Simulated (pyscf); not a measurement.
**`[F][Cd][F]`, singlet**

Gas-phase minimum from PySCF at ωB97X-D3(BJ)/def2-SVP, one conformer. 

```xyz
3

F      1.7655     2.1610    -0.6705
Cd     0.6979     0.6790    -0.0787
F     -0.3692    -0.8032     0.5136
```
Charge 0, spin multiplicity 1.

Bonded distances (Å): F1–Cd2 1.920, Cd2–F3 1.920. Bond angles (°): F1–Cd2–F3 180.0.

Properties at ωB97X-D3(BJ)/def2-SVP:

| Property | Result |
|---|---|
| Harmonic wavenumbers, unscaled | 134, 134, 578, 684 cm⁻¹ |
| Zero-point energy | 2.2 kcal/mol |
| Rotational symmetry number | 2 |
| Entropy of this conformer at 298 K and 1 atm, rigid rotor and harmonic oscillator, modes under 100 cm⁻¹ raised to 100 | 263.4 J/(mol K) |
| Dipole moment | 0.00 D |

Single-point totals, which compare only within one level (frozen core for MP2 and CC):

| level | total energy (hartree) |
|---|---|
| ωB97X-D3(BJ)/def2-TZVP | -367.62901 |
| PBE/def2-TZVP | -367.38796 |
| r²SCAN/def2-TZVP | -367.54622 |
| B3LYP-D3(BJ)/def2-TZVP | -367.62766 |
| PBE0-D3(BJ)/def2-TZVP | -367.37001 |
| M06-2X/def2-TZVP | -367.42306 |
| ωB97M-D3(BJ)/def2-TZVP | -367.61389 |
| HF/def2-TZVPP | -365.85808 |
| MP2/def2-TZVPP | -367.06979 |
| CCSD/def2-TZVPP | -367.03721 |
| CCSD(T)/def2-TZVPP | -367.07051 |

The CCSD(T) − MP2 part came from Ansatz, without density fitting, on the same reference. The frozen core leaves the outer d or s,p core shells of the metals and heavy elements correlated in the MP2 and CC values, and def2-TZVPP describes them poorly, so these totals are far from the basis limit. Elements past Kr carry the def2 core potentials, without spin-orbit coupling.
